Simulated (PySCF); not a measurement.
## Polarisability and C₆ of Li⁺ (lithium, charge +1)

1s2, closed-shell 1S. All numbers are calculated (PySCF 2.14, the spin-free X2C one-electron Hamiltonian (Gaussian nucleus), in ANO-RCC-VTZP (4s3p2d1f, 30 functions)). Coupled (time-dependent) response in atomic units; α is the mean over directions. The basis has no added diffuse functions, which lowers α and C₆.

```tsv
method	mean α (bohr³)	C₆ (like pair)	S(−4)
UHF	0.1256	0.04407	0.01333
PBE	0.1453	0.05147	0.02110
PBE0	0.1386	0.04891	0.01830
```

S(−4) is the Cauchy moment in α(ω) = α(0) + S(−4) ω² + …

α(iu) at PBE:

```
u (hartree)  α(iu) (bohr³)
          0         0.1453
     0.0500         0.1453
      0.100         0.1451
      0.200         0.1445
      0.300         0.1435
      0.500         0.1403
      0.750         0.1347
       1.00         0.1279
       1.50         0.1129
       2.00        0.09871
       3.00        0.07603
       5.00        0.04813
```

A single London oscillator, α(iu) = α/(1 + u²/ω²), gives C₆ = (3/4) ω α². Matching the computed C₆ needs ω = 4 × 0.05147 / (3 × 0.1453²) = 3.25 hartree.

For an ion, C₆ is the dispersion term alone; charge-induced terms of lower order in 1/R come first.
